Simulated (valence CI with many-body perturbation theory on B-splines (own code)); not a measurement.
# Which ion has this spectrum?

A relativistic CI+MBPT calculation for an atom or ion with 7 electrons gives these levels (eV):

| J | Parity | E | g |
| --- | --- | --- | --- |
| 3/2 | odd | 0.0 | 1.32 |
| 3/2 | odd | 874.1 | 1.44 |
| 5/2 | odd | 896.6 | 1.17 |
| 1/2 | odd | 941.1 | 0.63 |
| 5/2 | even | 1171.2 | 1.45 |
| 1/2 | even | 1263.8 | 2.02 |
| 3/2 | even | 1265.1 | 1.18 |
| 3/2 | odd | 1817.0 | 1.29 |
| 3/2 | even | 2069.7 | 1.58 |
| 5/2 | even | 2108.5 | 1.28 |
| 1/2 | even | 2162.9 | 1.36 |
| 3/2 | even | 2172.3 | 1.02 |
| 3/2 | odd | 2500.3 | 1.31 |
| 1/2 | even | 3054.2 | 1.86 |

The energies are calculated, and their last digits are not significant.

Problem. Which is it?
A. Gd57+
B. Er61+
C. Ho60+
D. Tb58+

Solution. C. Ho60+, ground level (2s^2 2p1/2^2 2p3/2) J=3/2.
